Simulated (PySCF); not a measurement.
## Stretching SiI

Set-up: Si def2-TZVPPD, I def2-TZVPPD with ECP28; scalar-relativistic core potentials (PySCF 2.14). Energies in eV from Si + I in their ground configurations at the same level. State: ²Π (doublet), unpaired electrons π ↑.

```tsv
R (Å)	revPBE	r²SCAN	B3LYP	PBEsol
2.107	-2.193	-2.357	-2.128	-2.753
2.205	-2.792	-2.928	-2.718	-3.310
2.303	-3.127	-3.237	-3.046	-3.608
2.377	-3.254	-3.344	-3.170	-3.710
2.450	-3.303	-3.375	-3.216	-3.736
2.523	-3.292	-3.347	-3.204	-3.704
2.622	-3.211	-3.244	-3.121	-3.597
2.744	-3.038	-3.045	-2.947	-3.395
2.891	-2.770	-2.749	-2.679	-3.096
3.087	-2.373	-2.318	-2.279	-2.663
```

**Question.** Put a parabola through the three lowest points of the revPBE curve and estimate Re, k and ωe (reduced mass 22.92 u; 1 eV/Å² = 0.16022 mdyn/Å; ωe = 1302.8·√(k/μ) cm⁻¹).

**Answer.** Through R = 2.377, 2.45, 2.523 Å the second-order coefficient is 5.63 eV/Å², so Re ≈ 2.473 Å, k ≈ 1.80 mdyn/Å and ωe ≈ 365 cm⁻¹. A polynomial fit of higher order to the unrounded revPBE energies gives Re = 2.471 Å, k = 1.61 mdyn/Å, ωe = 345 cm⁻¹; anharmonicity and rounding make the difference.

The higher-order fit for each curve: revPBE: Re = 2.471 Å, ωe = 345 cm⁻¹, De = 3.31 eV; r²SCAN: Re = 2.448 Å, ωe = 358 cm⁻¹, De = 3.37 eV; B3LYP: Re = 2.469 Å, ωe = 344 cm⁻¹, De = 3.22 eV; PBEsol: Re = 2.443 Å, ωe = 359 cm⁻¹, De = 3.74 eV.

Spin–orbit coupling is left out, which matters for elements this heavy, above all for dissociation energies. The state was picked by a PBE0 search and need not be the measured ground state.
